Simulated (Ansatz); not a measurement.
Relaxation of BF2H2In (6 atoms, charge 0, multiplicity 1), to a largest force component of 0.015 eV/Å in at most 40 steps.

Method: Ansatz, RKS r2SCAN-D4/def2-SVP.

```xyz
6
Properties=species:S:1:pos:R:3
F -1.482 0.991 -0.372
B -0.152 0.618 -0.354
In 0.169 -0.916 0.671
F 0.167 -0.217 1.997
H 0.644 1.139 -1.075
H -0.355 -1.552 -0.395
```

Where does it end, and by what steps?

The run converged. After 14 steps the energy has fallen by 10.753 eV; H6 moved furthest, 1.27 Å. The start is strongly strained (largest force component 32 eV/Å).

| step | energy less start (eV) | largest force component (eV/Å) | accepted |
| --- | --- | --- | --- |
| 0 | 0.0000 | 32.044 | yes |
| 1 | -6.2277 | 9.117 | yes |
| 2 | -8.4108 | 4.206 | yes |
| 3 | -9.4876 | 1.387 | yes |
| 4 | -10.0227 | 0.618 | yes |
| 5 | -10.3578 | 0.546 | yes |
| 6 | -10.5806 | 0.588 | yes |
| 7 | -10.6960 | 0.356 | yes |
| 8 | -10.7406 | 0.467 | yes |
| 9 | -10.7306 | 0.697 | no |
| 10 | -10.7509 | 0.128 | yes |
| 11 | -10.7521 | 0.085 | yes |
| 12 | -10.7531 | 0.030 | yes |
| 13 | -10.7533 | 0.024 | yes |
| 14 | -10.7533 | 0.009 | yes |

```xyz
6
Properties=species:S:1:pos:R:3
F -1.462 1.628 -0.749
B -0.279 1.053 -0.637
In -0.107 -0.957 0.435
F 0.375 -0.648 2.333
H 0.669 1.649 -1.105
H -0.205 -2.661 0.197
```

Time of the run: 55 s on 1 CPU thread of a shared host.
